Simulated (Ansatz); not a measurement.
Isolated molecules relaxed with PBE0-D4/def2-TZVP in Ansatz; ΔE leaves out vibrations. CCSD(T)/CBS is the MP2 limit (def2-TZVPP, def2-QZVPP) plus CCSD(T) − MP2 in def2-TZVPP, frozen cores. Functionals use def2-TZVPP. B3LYP here is the variant with VWN-RPA as its local correlation; programs differ in this. One conformer a species, not always the lowest.

Consider the ligand exchange at the Si–C bond: `C=C=C(O)[SiH2]S` + `O[SiH3]` → `[SiH3]O[SiH2]S` + `C=C=CO`.

```csv
level,ΔE (kJ/mol)
r2SCAN,-107.9
B3LYP,-112.6
CCSD/def2-TZVPP,-113.9
SCS-MP2/def2-QZVPP,-112.8
```

What does CCSD(T)/CBS give? (Best estimate.)

Ansatz gave: -109.8 kJ/mol. The listed levels differ from it by 1.9, -2.8, -4.1, -3.0 kJ/mol.

Largest T1 diagnostic among the species: 0.013.

In def2-TZVPP, CCSD(T) changes the Hartree–Fock value by +21.4 kJ/mol (the triples alone add +4.0 kJ/mol) and MP2 by +24.1 kJ/mol. From PBE to PBE0 (25 % exact exchange), in def2-TZVPP and without D4, ΔE moves by −6.2 kJ/mol.
